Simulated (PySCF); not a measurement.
# Computed records: CH6BOSi

All values are calculated (PySCF 2.14.0). Calculation on a computer-drawn molecule: the log of a Hartree-Fock and frozen-core CCSD(T) single point meant for a local Hartree-Fock minimum, with one planted fault or none, to be diagnosed. Offsets are logged minus clean, where the clean run is the same molecule without the fault. The reference is restricted for singlets and unrestricted otherwise, and also for a bond in bohr or an excited solution. Adding or removing an electron swaps singlet and doublet. The excited solution moves the top pair (singlet) or top alpha electron (doublet) to the lowest empty orbital. Highest occupied and lowest empty are orbital energies over both spins, largest force is the largest gradient component, triples share is (T) over the correlation energy, the T1 limit is 0.02 restricted and 0.045 unrestricted, electrons count all cores, a negative frequency is imaginary (commonest isotopes), and the dipole is about the centre of nuclear charge.

```json
{"formula": "CH6BOSi", "logged_structure": {"atoms_angstrom": [["B", 0.6641, -0.6328, -1.1845], ["C", 1.5108, 0.4668, -0.4959], ["Si", 0.8864, 2.068, 0.2408], ["O", -0.7591, 2.1037, 0.3298], ["H", 1.1449, -1.6954, -1.4699], ["H", -0.4929, -0.4398, -1.4526], ["H", 2.5879, 0.3058, -0.4267], ["H", 1.4006, 3.1858, -0.5876], ["H", 1.374, 2.2211, 1.6243], ["H", -1.2712, 1.962, -0.4517]]}, "given": {"meant_charge": 0, "meant_multiplicity": 2, "meant_basis": "cc-pV(D+d)Z", "logged_electrons": 39, "logged_basis_functions": 95, "logged_SCF_converged": "yes", "logged_spin_squared": 0.7573, "logged_highest_occupied [eV]": -10.767, "logged_lowest_empty [eV]": 0.58626, "logged_largest_force [hartree/bohr]": 1.6709e-05, "logged_lowest_frequency [cm^-1]": 75.598, "logged_T1_diagnostic": 0.0136, "logged_D1_diagnostic": 0.050361, "logged_triples_share": 0.023009, "logged_CC_converged": "yes", "logged_dipole_magnitude [debye]": 1.2889, "logged_SCF_stable_within_its_kind": "yes", "logged_energy_HF [hartree]": -429.84935, "logged_energy_CCSD(T) [hartree]": -430.39518, "possible_faults": "no fault, one electron removed, one electron added, multiplicity raised by two, geometry at a saddle point, SCF held on an excited solution, minimal basis STO-3G, one bond length entered in bohr, all coordinates scaled", "drawn_bonds_atom": [1, 2, 3, 1, 1, 2, 3, 3, 4], "drawn_bonds_other_atom": [2, 3, 4, 5, 6, 7, 8, 9, 10], "drawn_bonds_order": [1, 1, 1, 1, 1, 1, 1, 1, 1]}, "results": {"planted_fault": null}}
```

Question: Give the missing planted fault for CH6BOSi.
Answer: no fault

Further results for CH6BOSi:

* HF energy offset from clean run: 0 kcal/mol
* CCSD(T) energy offset from clean run: 0 kcal/mol
